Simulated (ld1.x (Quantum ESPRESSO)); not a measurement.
## Cutoff test, Ni, TM

- Element: Ni
- Generator: ld1.x (Quantum ESPRESSO) 7.5
- Type: norm-conserving Troullier–Martins (Kleinman–Bylander form)
- Functional: LDA (PZ)
- Relativity: scalar-relativistic
- Frozen core: [Ne] 3s2
- Valence charge: 16
- Reference configuration: 3p6 3d8 4s2 4p0
- Partial waves: 3p (bound): rc 1.00 bohr; 3d (bound): rc 1.00 bohr; 4f channel at -0.05 Ry: rc 1.85 bohr; 4s (bound): rc 1.80 bohr
- Local potential: the s channel
- Core correction: Bessel-smoothed model core, default radius (core density twice the valence density)

The pseudo-atom Hamiltonian at the reference potential is diagonalised in spherical Bessel functions j_l(qr) that vanish at 20 bohr, with q² up to the cutoff. All-electron valence levels (Ry): 3p -5.2373, 4p -0.0986, 3d -0.6716, 4s -0.4311.

Q: How do the lowest levels (Ry) of each channel move with the cutoff, and are there ghosts?

A:

| cutoff (Ry) | p #1 | p #2 | d #1 | d #2 | f #1 | f #2 | s #1 | s #2 | Σ f·Δε (mRy) |
| --- | --- | --- | --- | --- | --- | --- | --- | --- | --- |
| 8 | -0.4578 | 0.0212 | 0.0650 | 0.1485 | 0.1143 | 0.2429 | -0.4249 | 0.0080 | 34581.3 |
| 15 | -1.6000 | -0.0250 | 0.0650 | 0.1485 | 0.1143 | 0.2429 | -0.4277 | 0.0077 | 27722.8 |
| 25 | -3.6151 | -0.0515 | 0.0649 | 0.1484 | 0.1143 | 0.2429 | -0.4305 | 0.0075 | 15626.2 |
| 35 | -4.6751 | -0.0572 | 0.0649 | 0.1481 | 0.1143 | 0.2429 | -0.4309 | 0.0075 | 9265.2 |
| 50 | -5.1307 | -0.0594 | 0.0647 | 0.1469 | 0.1143 | 0.2429 | -0.4311 | 0.0074 | 6529.7 |
| 70 | -5.2298 | -0.0600 | 0.0640 | 0.1422 | 0.1143 | 0.2429 | -0.4311 | 0.0074 | 5929.1 |
| 100 | -5.2359 | -0.0601 | -0.1247 | 0.0682 | 0.1143 | 0.2429 | -0.4311 | 0.0074 | 4383.2 |
| 140 | -5.2370 | -0.0601 | -0.5813 | 0.0663 | 0.1143 | 0.2429 | -0.4311 | 0.0074 | 724.0 |
| 180 | -5.2373 | -0.0601 | -0.6631 | 0.0662 | 0.1143 | 0.2429 | -0.4311 | 0.0074 | 68.1 |
| 260 | -5.2373 | -0.0601 | -0.6713 | 0.0662 | 0.1143 | 0.2429 | -0.4311 | 0.0074 | 1.8 |
| 400 | -5.2373 | -0.0601 | -0.6715 | 0.0662 | 0.1143 | 0.2429 | -0.4311 | 0.0074 | 0.0 |

Result: no extra level below or beside the all-electron valence levels (p, d, f, s tested); 10 mRy is reached at 230 Ry and 1 mRy at over 300 Ry.

5 of 9 tests not solved or not reliable.
